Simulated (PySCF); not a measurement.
In(I) anion (IIn), SMILES [In][I] (connectivity only; charge and spin as stated), charge -1, multiplicity 2.

Geometry optimised at B3LYP-D3(BJ)/def2-TZVPD. The multiplicity is an assumed one; other spin states were not compared. The def2 effective core potentials stand for the cores of I, In; spin–orbit coupling is left out.

Computed with PBE/def2-TZVPD (PySCF).

 A positive occupied level means that this level leaves the electron formally unbound; only the finite basis holds it.

Computed frontier levels, dipole moment:
```
Quantity                                                            Value
------------------------------------------------  -----------------------
α spin, highest occupied and lowest empty level          1.41 and 1.60 eV
β spin, highest occupied and lowest empty level         -1.37 and 1.84 eV
dipole moment about the centre of nuclear charge                0.030 e·Å
⟨S²⟩                                              0.752 (pure state 0.75)
```
